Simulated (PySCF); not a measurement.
F₄Te, SMILES F[Te-](F)(F)F, charge -1, multiplicity 2. Geometry: PBE-D3(BJ)/def2-SVPD. The def2 effective core potentials stand for the cores of Te; spin–orbit coupling is left out.

Method: PySCF with PBE-D3(BJ)/def2-SVPD.

Harmonic wavenumbers (cm⁻¹): 114, 132, 138, 209, 266, 362, 446, 467, 500. Rotational constants (GHz): 3.613, 2.239, 2.107; symmetry number 2.

Q: Work out the zero-point energy and the ideal-gas rigid-rotor harmonic-oscillator thermochemistry at 298.15 K and 1 atm.

A: ZPE = ½ Σ hcν = ½ × 2635 cm⁻¹ = 3.77 kcal/mol. H − E(el) = 8.74 kcal/mol. Entropy in cal/(mol K): translation 41.84, rotation 25.96, vibration 15.94, spin 1.38, total 85.12. G − E(el) = -16.64 kcal/mol. Cp = 22.78 cal/(mol K). Modes under 150 cm⁻¹ make the vibrational entropy uncertain.
